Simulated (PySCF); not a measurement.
Continuum solvent and chemical shifts

Structure with atom numbers: `[SiH3:1][c:2]1[cH:3][cH:4][n:5][cH:6][cH:7]1` (H(Xn): hydrogen on atom n).

GIAO PBE0/pcSseg-1 in PySCF on one PBE0-D3(BJ)/def2-SVP conformer, non-relativistic, equivalent nuclei averaged. Solvents enter as an IEF-PCM continuum (tetrahydrofuran with ε = 7.4, acetone with ε = 20.5) around the gas-phase geometry. Shifts are referred to TMS computed in the same medium.

Gas phase, δ in ppm: Si1 -64.0, C4/C6 155.2, C2 143.0, C3/C7 135.6, H(C4)/H(C6) 8.77, H(C3)/H(C7) 7.41, H(Si1) 4.52. Dipole moment 1.69 D.

**Question.** How does each δ change in the continuum?

**Answer.** 
| atoms | environment | Δδ, tetrahydrofuran | Δδ, acetone |
| --- | --- | --- | --- |
| Si1 | silicon bonded to C, 3 H | -0.2 | -0.2 |
| C4/C6 | aromatic CH next to a ring nitrogen | +0.7 | +0.8 |
| C2 | substituted aromatic carbon | +3.2 | +3.8 |
| C3/C7 | aromatic CH | +2.3 | +2.7 |
| H(C4)/H(C6) | hydrogen on an aromatic CH next to a ring nitrogen | +0.01 | +0.02 |
| H(C3)/H(C7) | hydrogen on an aromatic CH | +0.31 | +0.37 |
| H(Si1) | hydrogen on a silicon bonded to C | -0.01 | -0.01 |

Changes are relative to the gas phase. The dipole moment becomes 2.27 D in tetrahydrofuran, 2.38 D in acetone.

**Question.** Which nuclei move most (in ppm), and what does the model miss?

**Answer.** C2 (substituted aromatic carbon, +3.8 ppm) in acetone. A continuum only polarises the solute; specific hydrogen bonds, the anisotropy of aromatic solvents and changes of geometry or conformer are outside it.
